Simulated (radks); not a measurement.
Results of a calculation; reference values are marked as such.
Question: Neutral helium, [He]. Code: a radial shooting solver on a logarithmic mesh with Libxc functionals. Model: non-relativistic Kohn-Sham, PBE, spin-polarised, spherical densities, point nucleus. Every spin shell is full or empty, so the densities are truly spherical. Functionals are evaluated on that one density, not self-consistently. Rank these orbital-free kinetic functionals by their error against the exact value of the orbitals, and give that value: Thomas-Fermi, TF + vW, TF + vW/9, TF + vW/5, LC94, Perdew 92, Thakkar, Pearson, PG1, Ernzerhof.

Answer: Exact: 2.85595 hartree. From best to worst, with 100 (|E| - |E exact|)/|E exact| (equal figures are ties): Perdew 92 -0.11, Thakkar -0.13, TF + vW/9 -0.13, LC94 -0.44, Ernzerhof +3.08, Pearson -4.91, TF + vW/5 +8.75, Thomas-Fermi -11.25, PG1 +51.16, TF + vW +88.75.
